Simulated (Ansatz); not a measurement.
Program: Ansatz. Geometries: PBE0-D4/def2-TZVP. ΔE: electronic, gas phase. CCSD(T)/CBS adds triple-zeta CCSD(T) − MP2 to the extrapolated MP2 energy (def2 sets, frozen cores). This one scheme is used for every species. DFT in def2-TZVPP. B3LYP here is the variant with VWN-RPA as its local correlation; programs differ in this. For Br outer-core shells are correlated without core-valence functions, which leaves a few kJ/mol of doubt a bond. Scalar relativity is left out up to krypton. One conformer a species, not always the lowest.

Reaction (substitution at a C–F bond): `FCC(F)Cl` + HBr → `FC(Cl)CBr` + H–F

```csv
level,ΔE (kcal/mol)
B3LYP-D4,-4.8
ωB97X-V,-4.4
B3LYP,-2.8
SCS-MP2/def2-TZVPP,-7.9
HF/def2-QZVPP,-0.7
HF/CBS(def2),-0.7
MP2/CBS(def2),-11.4
CCSD/CBS(def2),-7.4
```

(1) What does CCSD(T)/CBS give? (Best estimate.)

Largest T1 diagnostic among the species: 0.011.

## Answers

(1) Computed: -8.3 kcal/mol. The listed levels differ from it by 3.5, 3.9, 5.5, 0.4, 7.6, 7.6, -3.1, 0.9 kcal/mol.

The D4 term adds −2.0 kcal/mol with B3LYP and −1.1 kcal/mol with PBE0; it sums over pairs of atoms, weighted by their polarisabilities, and B3LYP, whose exchange is more repulsive, gets the larger term. In def2-TZVPP, CCSD(T) changes the Hartree–Fock value by −6.2 kcal/mol (the triples alone add −0.9 kcal/mol) and MP2 by −9.3 kcal/mol.
